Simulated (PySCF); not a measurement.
Species: C8H11O2P.
Z-matrix (Å and degrees, GFN2-xTB geometry), rows numbered from 1:
```
C 
O   1  1.4030
C   2  1.3595  1  117.33
C   3  1.3878  2  114.91  1   179.79
C   4  1.3849  3  124.44  2  -179.86
C   5  1.4992  4  119.97  3   179.74
C   5  1.3878  4  121.49  3     0.00
C   7  1.3851  5  124.53  4    -0.10
O   8  1.3596  7  114.98  5   179.97
C   9  1.4027  8  117.21  7  -179.93
P   3  1.7527  2  119.91  1    -0.24
H   1  1.0888  2  106.31  3   179.92
H   1  1.0963  2  111.17  3   -60.55
H   1  1.0962  2  111.17  3    60.47
H   4  1.0813  3  116.02  2     0.00
H   6  1.0863  5  111.14  4     1.96
H   6  1.0888  5  110.26  4   122.67
H   6  1.0892  5  110.18  4  -118.58
H   7  1.0814  5  119.21  4   179.81
H  10  1.0887  9  106.32  8  -179.78
H  10  1.0963  9  111.14  8   -60.28
H  10  1.0964  9  111.15  8    60.71
```

Probes without a nucleus sit at each ring's centroid and 1 Å off its mean plane on both sides; NICS is minus the shielding there, NICSzz its component along the normal. Level: GIAO PBE0/pcSseg-1 (PySCF, non-relativistic, gas phase) on the GFN2-xTB geometry, one conformer.

Ring bond lengths (Å), with Mayer bond orders in brackets: C3–C4 1.388 (1.38), C4–C5 1.385 (1.41), C5–C7 1.388 (1.39), C7–C8 1.385 (1.40), C8–P11 1.755 (1.23), P11–C3 1.753 (1.25).

Problem. Give the NICS values of each ring in ppm.

Solution. 
```
              ring                                               type  NICS(0)  NICS(1), two faces  NICS(1)zz, two faces  rms pucker (Å)  centre to ring atoms, mean (Å)
C3–C4–C5–C7–C8–P11  6-membered ring with P; formal bonds all aromatic     -9.2       -10.2 / -10.2         -23.2 / -23.1            0.00                            1.50
```

Problem. What can be read from them?

Solution. 
- C3–C4–C5–C7–C8–P11: mean NICS(1)zz -23.1 ppm, shielded.

Problem. And the bond-length index? HOMA takes Krygowski's 1993 parameters.

Solution. 
- C3–C4–C5–C7–C8–P11: HOMA 0.88; the largest term is that of C8–P11, α(R − Ropt)² = 0.38.

Problem. How shielded are the nuclei of the rings and their hydrogens (means over atoms taken as equivalent)?

Solution. 
```tsv
atoms	environment	σ isotropic (ppm)	principal values of the symmetric part, first atom (ppm)
C3 (×2)	aromatic carbon bearing oxygen	-14.3	-144.4, -2.6, 101.9
C4 (×2)	aromatic CH carbon	65.3	-19.0, 68.3, 145.9
C5	substituted aromatic carbon	38.6	-59.0, 4.0, 170.8
P11	phosphorus bonded to 2 C	254.0	56.6, 179.1, 526.3
H15 (×2)	aromatic hydrogen	24.50	20.0, 24.0, 29.5
```
